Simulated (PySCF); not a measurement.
Compound: C6H7FN (doublet state).
Structure used (GFN2-xTB), in Å, numbered top down from 1:
```
atom  x, y, z in Å
N1     2.8298   -0.1733   -0.9852
C2     1.9511    0.0672   -0.2951
C3     0.8284    0.3518    0.5637
C4     0.0003   -0.9228    0.8146
C5    -0.9348   -1.0041   -0.3986
C6    -1.0981    0.3983   -0.8327
C7    -0.1501    1.3002   -0.1556
F8    -0.7932    2.1020    0.8063
H9     1.1976    0.8015    1.4896
H10    0.6307   -1.8041    0.9230
H11   -0.5829   -0.7917    1.7267
H12   -0.4758   -1.6045   -1.1978
H13   -1.8904   -1.4818   -0.1642
H14   -1.8617    0.7440   -1.5005
H15    0.3447    2.0253   -0.8162
```

The hyperfine couplings belong to this conformer and change with its torsions.

Identity: `N#C[C@@H]1CC[CH][C@H]1F` [radical].

Method used: UKS B3LYP, pcH-1 on C F H N, non-relativistic, mean-field spin-orbit, GIAO in PySCF. Geometry: GFN2-xTB, one conformer, isolated molecule. Couplings are sensitive to structure, and on GFN2-xTB geometries they can be far from those on DFT ones. No stability test was run, so a lower SCF solution isn't excluded.

Principal values of hyperfine tensors in MHz (contact and dipolar terms together), for some of the nuclei:

```json
{"atom": "F8", "isotope": "19F", "A1": "199.35", "A2": "205.83", "A3": "528.33"}
{"atom": "H12", "isotope": "1H", "A1": "145.05", "A2": "147.11", "A3": "160.08"}
{"atom": "C6", "isotope": "13C", "A1": "6.92", "A2": "7.06", "A3": "243.42"}
{"atom": "H13", "isotope": "1H", "A1": "77.82", "A2": "79.38", "A3": "91.05"}
{"atom": "H14", "isotope": "1H", "A1": "-99.07", "A2": "-63.01", "A3": "-23.29"}
{"atom": "H15", "isotope": "1H", "A1": "38.76", "A2": "42.81", "A3": "54.06"}
{"atom": "C7", "isotope": "13C", "A1": "-18.43", "A2": "-16.86", "A3": "-13.23"}
{"atom": "H9", "isotope": "1H", "A1": "5.07", "A2": "5.53", "A3": "10.70"}
```

Task: Give the isotropic coupling of each nucleus in MHz and in mT (g = 2.0023), and the anisotropic part.

Result: a_iso is a third of the trace, T = A − a_iso, and a(mT) = a(MHz)/(g × 13.996).

```csv
atom,a_iso (MHz),a_iso (mT),T1,T2,T3
F8,311.17,11.103,-111.82,-105.34,217.16
H12,150.75,5.379,-5.70,-3.64,9.33
C6,85.80,3.062,-78.88,-78.74,157.62
H13,82.75,2.953,-4.93,-3.37,8.30
H14,-61.79,-2.205,-37.28,-1.22,38.50
H15,45.21,1.613,-6.45,-2.40,8.85
C7,-16.18,-0.577,-2.26,-0.69,2.94
H9,7.10,0.253,-2.03,-1.57,3.60
```

Task: What spin density at the nucleus of H14 lies behind its contact coupling (g_N = 5.58569)?

Result: a_FC = 800.24 MHz bohr³ × g_N × ρ(0)/(2S). With a_FC = -61.79 MHz and 2S = 1, ρ(0) = -0.01382 bohr⁻³. In magnitude that is 4.3 % of the 1/π = 0.318 of a free hydrogen atom.

Task: C5 (13C, g_N = 1.40482) isn't in the table. Its spin density at the nucleus is -0.02947 bohr⁻³. What is its contact coupling?

Result: By the same relation, a_FC = -33.1 MHz. Its full tensor has the principal values -35.97, -32.43, -30.99 MHz.

Task: Name the largest traceless tensor T of the table and describe it.

Result: F8: -111.8, -105.3, 217.2 MHz, nearly axial, close to the ratio −1:−1:+2.

Task: What first-order splitting does H12 cause when the field lies along A1, A2 or A3 of its tensor (g taken as isotropic, no quadrupole term)?

Result: 2 lines (I = 1/2), spaced by |A_i|/(g × 13.996): 5.18, 5.25, 5.71 mT along the axes of A1, A2 and A3.
